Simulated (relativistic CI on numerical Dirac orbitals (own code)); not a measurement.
Hyperfine structure of Bi80+, mass number 209

Calculated at this level of theory: Dirac-Coulomb-Breit CI, orbitals from a KLI potential per configuration, QED by a radiative potential, unscaled Slater integrals (own radial code, finite nucleus).

Configuration list (outside the closed core 1s2): 2s, 2p, 3s, 3p, 3d, 4s, 4p, 4d, 4f, 5s, 5p, 5d, 5f, 5g. Levels of other configurations are missing.

Nuclear spin I = 9/2, μ = 4.092 μN, Q = -0.516 b (tables of Stone and Pyykkö). The electronic factors are computed for point nuclear moments, without core polarisation or the Bohr-Weisskopf and QED corrections.

```json
{"Level": "2s 2S_1/2", "E (Ry)": "0.00", "A (GHz)": "38900", "B (GHz)": ""}
{"Level": "2p 2P°_1/2", "E (Ry)": "17.45", "A (GHz)": "12850", "B (GHz)": ""}
{"Level": "2p 2P°_3/2", "E (Ry)": "205.19", "A (GHz)": "1161", "B (GHz)": "-1340"}
{"Level": "3s 2S_1/2", "E (Ry)": "1072.73", "A (GHz)": "11580", "B (GHz)": ""}
{"Level": "3p 2P°_1/2", "E (Ry)": "1077.36", "A (GHz)": "4014", "B (GHz)": ""}
{"Level": "3p 2P°_3/2", "E (Ry)": "1133.42", "A (GHz)": "365.1", "B (GHz)": "-434"}
{"Level": "3d 2D_3/2", "E (Ry)": "1134.30", "A (GHz)": "211.5", "B (GHz)": "-85.9"}
{"Level": "3d 2D_5/2", "E (Ry)": "1149.39", "A (GHz)": "81.67", "B (GHz)": "-98"}
```

Levels with J = 0, under 50 % of one LS term, or S terms without an open s electron are left out. Small factors come from cancelling terms and can be off by tens of per cent or more.

At this charge energies of transitions that change n are usually good to better than 1 %, and those within a shell (Δn = 0) to a few per cent.

(1) Give the hyperfine levels of 2s 2S_1/2 relative to its centre of gravity.

Results:

(1) With K = F(F + 1) − I(I + 1) − J(J + 1), E = AK/2: F = 4: -107000, F = 5: 87530 GHz.
